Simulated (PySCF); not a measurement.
A calculation to check before its numbers are used.

A core-ionisation job on C2H5B2F2N, SMILES `[BH3-][N+]#CCB(F)F`. Level of theory: delta-SCF UKS B3LYP, pcX-2 on the ionised atom, pcseg-1 elsewhere, spin-free X2C (PySCF).

Driver input (Å, PBE0-D3(BJ)/def2-SVP geometry):

```
{"job": {"kind": "xps", "xc": "B3LYP"}, "charge": 0, "multiplicity": 1}
B      2.5584     0.6506     0.1542
N      1.1358     0.0858     0.1857
C      0.0720    -0.3529     0.2055
C     -1.2607    -0.9086     0.2044
B     -2.4260     0.1498     0.0422
F     -3.6312    -0.2754    -0.2546
F     -2.2346     1.4310     0.2199
H      3.1106     0.2141     1.1553
H      2.4418     1.8679     0.1629
H      3.0545     0.2262    -0.8814
H     -1.3467    -1.6681    -0.5908
H     -1.4326    -1.4484     1.1542
```

Output:

```
ground state, core basis on atom 0 (B), 154 functions
  cycle   1  E = -383.52758360  |g| = 7.14e-01
  cycle   2  E = -383.23323520  |g| = 1.39e+00
  cycle   3  E = -383.63537924  |g| = 2.59e-01
  cycle   4  E = -383.64813124  |g| = 8.56e-02
  cycle   5  E = -383.64953694  |g| = 2.06e-02
  cycle   6  E = -383.64964494  |g| = 2.59e-03
  cycle   7  E = -383.64964689  |g| = 8.37e-04
  cycle   8  E = -383.64964632  |g| = 1.73e-04
  E(ground) = -383.64948872 Eh
hole in B 1s of atom 0
  cycle   1  E = -376.09240162  |g| = 1.17e+00
  cycle   2  E = -375.85998194  |g| = 1.20e+00
  cycle   3  E = -376.43467913  |g| = 4.13e-01
  cycle   4  E = -376.46689866  |g| = 3.25e-01
  cycle   5  E = -376.51115666  |g| = 3.23e-02
  cycle   6  E = -376.51160730  |g| = 9.74e-03
  cycle   7  E = -376.51166451  |g| = 1.75e-03
  cycle   8  E = -376.51166647  |g| = 9.56e-04
  cycle   9  E = -376.51166824  |g| = 4.34e-04
  E(ion) = -376.51154491 Eh   <S^2> = 0.7583   hole on atom = 1.000   binding energy = 194.233 eV
ground state, core basis on atom 1 (N), 154 functions
  cycle   1  E = -383.66886503  |g| = 5.83e-02
  cycle   2  E = -383.66823271  |g| = 6.23e-02
  cycle   3  E = -383.66866992  |g| = 4.26e-02
  cycle   4  E = -383.66903956  |g| = 5.95e-03
  cycle   5  E = -383.66904773  |g| = 7.60e-04
  cycle   6  E = -383.66904931  |g| = 1.52e-04
  E(ground) = -383.66882462 Eh
hole in N 1s of atom 1
  cycle   1  E = -368.00829718  |g| = 1.87e+00
  cycle   2  E = -367.02688509  |g| = 2.25e+00
  cycle   3  E = -368.61910565  |g| = 4.50e-01
  cycle   4  E = -368.68315336  |g| = 2.15e-01
  cycle   5  E = -368.70025924  |g| = 1.31e-01
  cycle   6  E = -368.70813998  |g| = 3.11e-02
  cycle   7  E = -368.70871027  |g| = 1.08e-02
  cycle   8  E = -368.70878942  |g| = 4.24e-03
  cycle   9  E = -368.70880766  |g| = 1.86e-03
  cycle  10  E = -368.70882131  |g| = 1.20e-03
  cycle  11  E = -368.70882446  |g| = 5.37e-04
  cycle  12  E = -368.70882532  |g| = 2.62e-04
  E(ion) = -368.70863745 Eh   <S^2> = 0.7725   hole on atom = 1.000   binding energy = 407.087 eV
ground state, core basis on atom 2 (C), 154 functions
  cycle   1  E = -383.66019311  |g| = 5.93e-02
  cycle   2  E = -383.65829404  |g| = 1.04e-01
  cycle   3  E = -383.66044911  |g| = 2.27e-02
  cycle   4  E = -383.66055912  |g| = 2.99e-03
  cycle   5  E = -383.66056189  |g| = 4.75e-04
  E(ground) = -383.66064640 Eh
hole in C 1s of atom 2
  cycle   1  E = -372.31161561  |g| = 1.52e+00
  cycle   2  E = -368.86641181  |g| = 2.68e+00
  cycle   3  E = -372.57273189  |g| = 6.90e-01
  cycle   4  E = -372.79162011  |g| = 4.43e-01
  cycle   5  E = -372.83755650  |g| = 2.96e-01
  cycle   6  E = -372.87608785  |g| = 2.82e-02
  cycle   7  E = -372.87641319  |g| = 1.72e-02
  cycle   8  E = -372.87656725  |g| = 5.72e-03
  cycle   9  E = -372.87660491  |g| = 2.93e-03
  cycle  10  E = -372.87663207  |g| = 1.81e-03
  cycle  11  E = -372.87664176  |g| = 5.99e-04
  cycle  12  E = -372.87664134  |g| = 2.28e-04
  E(ion) = -372.87679044 Eh   <S^2> = 0.7986   hole on atom = 1.000   binding energy = 293.444 eV
ground state, core basis on atom 3 (C), 154 functions
  cycle   1  E = -383.65548959  |g| = 4.27e-02
  cycle   2  E = -383.65547935  |g| = 1.62e-02
  cycle   3  E = -383.65550063  |g| = 1.28e-02
  cycle   4  E = -383.65553579  |g| = 3.04e-03
  cycle   5  E = -383.65553865  |g| = 5.77e-04
  cycle   6  E = -383.65553863  |g| = 1.23e-04
  E(ground) = -383.65543641 Eh
hole in C 1s of atom 3
  cycle   1  E = -372.32374850  |g| = 1.51e+00
  cycle   2  E = -367.59099666  |g| = 3.04e+00
  cycle   3  E = -372.37187112  |g| = 9.05e-01
  cycle   4  E = -372.68348429  |g| = 6.78e-01
  cycle   5  E = -372.83035618  |g| = 2.52e-01
  cycle   6  E = -372.87213969  |g| = 8.10e-02
  cycle   7  E = -372.87523256  |g| = 1.46e-02
  cycle   8  E = -372.87533699  |g| = 4.23e-03
  cycle   9  E = -372.87534451  |g| = 2.16e-03
  cycle  10  E = -372.87534627  |g| = 8.10e-04
  cycle  11  E = -372.87534748  |g| = 2.26e-04
  E(ion) = -372.87530813 Eh   <S^2> = 0.7587   hole on atom = 1.000   binding energy = 293.342 eV
ground state, core basis on atom 4 (B), 154 functions
  cycle   1  E = -383.65986717  |g| = 4.05e-02
  cycle   2  E = -383.65984440  |g| = 3.10e-02
  cycle   3  E = -383.65998669  |g| = 1.38e-02
  cycle   4  E = -383.66001078  |g| = 6.33e-03
  cycle   5  E = -383.66001853  |g| = 2.23e-03
  cycle   6  E = -383.66001834  |g| = 2.22e-04
  E(ground) = -383.65970033 Eh
hole in B 1s of atom 4
  cycle   1  E = -375.88095212  |g| = 1.17e+00
  cycle   2  E = -371.61971239  |g| = 2.60e+00
  cycle   3  E = -376.00460408  |g| = 6.39e-01
  cycle   4  E = -376.11799844  |g| = 5.97e-01
  cycle   5  E = -376.13684314  |g| = 3.90e-01
  cycle   6  E = -376.25778481  |g| = 1.17e-01
  cycle   7  E = -376.26327591  |g| = 1.05e-01
  cycle   8  E = -376.27031938  |g| = 4.26e-02
  cycle   9  E = -376.27124584  |g| = 2.55e-02
  cycle  10  E = -376.27171299  |g| = 9.15e-03
  cycle  11  E = -376.27177032  |g| = 3.27e-03
  cycle  12  E = -376.27177728  |g| = 1.44e-03
  cycle  13  E = -376.27177902  |g| = 2.38e-04
  E(ion) = -376.27149921 Eh   <S^2> = 1.1253   hole on atom = 1.000   binding energy = 201.043 eV
ground state, core basis on atom 5 (F), 154 functions
  cycle   1  E = -383.70622766  |g| = 8.63e-02
  cycle   2  E = -383.70593432  |g| = 5.97e-02
  cycle   3  E = -383.70619958  |g| = 4.11e-02
  cycle   4  E = -383.70643678  |g| = 7.77e-03
  cycle   5  E = -383.70644872  |g| = 2.49e-03
  cycle   6  E = -383.70644997  |g| = 1.37e-04
  E(ground) = -383.70621400 Eh
hole in F 1s of atom 5
  cycle   1  E = -357.29874920  |g| = 2.60e+00
  cycle   2  E = -353.10140494  |g| = 2.90e+00
  cycle   3  E = -356.69527998  |g| = 1.47e+00
  cycle   4  E = -357.99930782  |g| = 6.34e-01
  cycle   5  E = -358.08831336  |g| = 4.67e-01
  cycle   6  E = -358.17427232  |g| = 1.43e-01
  cycle   7  E = -358.18352976  |g| = 3.02e-02
  cycle   8  E = -358.18393735  |g| = 1.07e-02
  cycle   9  E = -358.18399830  |g| = 3.48e-03
  cycle  10  E = -358.18400310  |g| = 9.02e-04
  cycle  11  E = -358.18400304  |g| = 3.86e-04
  E(ion) = -358.18377339 Eh   <S^2> = 0.7543   hole on atom = 1.000   binding energy = 694.501 eV
```

The program numbers atoms from 0. E(ground) and E(ion) are re-evaluated on a finer grid than the cycles, so they differ from the last cycles; that is no fault.

Do all binding energies of this run deserve the same trust?

No. Every hole passed the driver's convergence checks (|g| < 5e-4, core orbital emptied to over 0.9), but ⟨S²⟩ is 1.125 for B1s on atom 4, against 0.75 for a pure doublet, so the unrestricted ion state holds higher spin components.

How can it be mended?

Recompute such holes with a restricted open-shell or spin-projected scheme and compare; until then these binding energies are doubtful.
